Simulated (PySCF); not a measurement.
## Bonding in `N#CC1=C[C@@H]2C(C#N)=C[C@H]12`

Species: C₈H₄N₂.
Numbering: `[N:1]#[C:2][C:3]1=[CH:4][C@@H:5]2[C:6]([C:7]#[N:8])=[CH:9][C@H:10]12` (hydrogens: H11 on C4; H12 on C5; H13 on C9; H14 on C10)

Geometry (GFN2-xTB, Å), atoms numbered from 1 in this order:
```xyz
14
C8H4N2 angstrom
N      3.5793   -0.3719   -1.4792
C      2.5836   -0.3918   -0.9085
C      1.3785   -0.3804   -0.2048
C      0.4951   -1.2991    0.2168
C     -0.4482   -0.2835    0.8012
C     -1.3910    0.3271   -0.2326
C     -2.6845   -0.0499   -0.5974
N     -3.7497   -0.3774   -0.8722
C     -0.5054    1.2554   -0.6280
C      0.5650    0.7975    0.3248
H      0.4299   -2.3674    0.1423
H     -0.8018   -0.3996    1.8186
H     -0.5076    2.0237   -1.3773
H      1.0560    1.5167    0.9691
```

Bond orders from the PBE0/pcSseg-1 density (PySCF). Geometry: GFN2-xTB; no solvent, vibrations or thermal averaging.

Problem. How far do the computed orders between heavy atoms stray from the drawn ones?

Solution. The largest departure is 0.328, at C3–C4 (drawn double, 1.672) and C6–C9 (drawn double, 1.672). Drawn double or triple, more than 0.30 short of the drawn order: C3–C4 (1.672) and C6–C9 (1.672).

Problem. Set the Mayer orders of the bonds between heavy atoms beside their lengths.

Solution. 
```
  bond  drawn as  length (Å)  Mayer order
 N1–C2    triple       1.148        3.006
 C2–C3    single       1.396        1.025
 C3–C4    double       1.342        1.672
 C4–C5    single       1.504        0.996
 C5–C6    single       1.527        0.969
 C6–C7    single       1.396        1.025
 C7–N8    triple       1.148        3.006
 C6–C9    double       1.343        1.672
C9–C10    single       1.504        0.996
C10–C3    single       1.526        0.969
C10–C5    single       1.556        0.960
```

Bonds between the same two heavy elements. C–N: all 2 within 0.02 of one another (3.006 to 3.006). C–C: lowest C10–C5 (0.960, 1.556 Å), highest C3–C4 and C6–C9 (1.672, 1.342 Å). Bonds named together lie within 0.004.

Problem. And the bonds to hydrogen?

Solution. C–H: 0.94 to 1.04 (4 bonds).

Problem. Sum the orders of all bonds at each heavy atom with more than one neighbour and set the sums beside the valence in the SMILES.

Solution. C2 4.031 (drawn 4), C3 3.666 (drawn 4), C4 3.706 (drawn 4), C5 3.867 (drawn 4), C6 3.666 (drawn 4), C7 4.031 (drawn 4), C9 3.706 (drawn 4), C10 3.866 (drawn 4). Orders between atoms that aren't bonded are not in these sums.

The Mayer order sums products of elements of PS (density times overlap matrix) between the two atoms' basis functions, so it depends on the basis set.

These values come from a run that also computed NMR shieldings. The run took 25 s of wall time on x86-64 server, one thread, shared host.
